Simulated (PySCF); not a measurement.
Two species compared at the same levels of theory.

First species: C₂H₁₁AlS₂Si.
SMILES: `C[S+](C)[AlH2-][S][SiH3]`

Second species: CH5GeNO2.
SMILES: `[NH2][GeH2][C](=O)O`

Levels: wB97X-D/def2-SVPD for dipole moment, HOMO energy, LUMO energy, HOMO–LUMO gap, static isotropic polarisability and electronic spatial extent ⟨r²⟩ about the centre of nuclear charge; TDDFT wB97X-D/def2-SVPD for lowest singlet excitation; TDA wB97X-D/def2-SVPD for lowest triplet excitation (Tamm–Dancoff); ΔSCF wB97X-D/def2-SVPD for vertical ionisation energy; PBE0-D3(BJ)/def2-SVP for rotational constant A and rotational constant C. Geometries: PBE0-D3(BJ)/def2-SVP. Each structure is a single optimised conformer of the isolated species, non-relativistic unless stated; the electronic structure was computed with PySCF and density fitting.

Dipoles, sizes and rotational constants follow the conformer. The torsions of the flexible species, by atom-mapped SMILES:
- `[CH3:1][S+:2]([CH3:3])[AlH2-:4][S:5][SiH3:6]`: C1–S2–Al4–S5 -50°, S2–Al4–S5–Si6 104°
- `[NH2:1][GeH2:2][C:3](=[O:4])[OH:5]`: N1–Ge2–C3–O4 83°, H–N1–Ge2–C3 65°, H–N1–Ge2–C3 -62°, H–O5–C3–Ge2 177°

(1) Which of the two has the higher S1 energy, and by how much?

(2) Which of the two has the higher HOMO energy, and by how much?

(3) Which has the higher LUMO energy?

(4) Which of the two has the higher vertical ionisation energy, and by how much?

(5) Which has the higher HOMO–LUMO gap?

(6) Which of the two has the higher static isotropic polarisability, and by how much?

(7) Which has the higher rotational constant A?

(8) Which of the two has the higher ⟨r²⟩, and by how much?

## Answers

(1) The first: 6.11 eV against 4.96 eV, a difference of 1.15 eV.

(2) The first: -8.78 eV against -9.21 eV, a difference of 0.43 eV.

(3) The first: 1.48 eV against 0.97 eV, a difference of 0.51 eV.

(4) The second: 9.55 eV against 8.93 eV, a difference of 0.62 eV.

(5) The first: 10.26 eV against 10.18 eV, a difference of 0.08 eV.

(6) The first: 124.5 au against 59.2 au, a difference of 65.3 au.

(7) The second: 6.000 GHz against 2.267 GHz, a difference of 3.733 GHz.

(8) The first: 1649 bohr² against 679 bohr², a difference of 970 bohr².

On the first: In wavenumbers S1 is 49300 cm⁻¹ (1 eV = 8065.54 cm⁻¹). In atomic units the dipole is 1.84 e·bohr (1 au = 2.5417 D).

On the second: No computed singlet falls in the visible range (750 to 380 nm, 1.65 to 3.26 eV); S1 lies 1.70 eV above its blue end. The ΔSCF ionisation energy exceeds −ε(HOMO) by 0.34 eV with wB97X-D. Relativistic effects, spin–orbit coupling among them, are left out although an element past zinc is present.
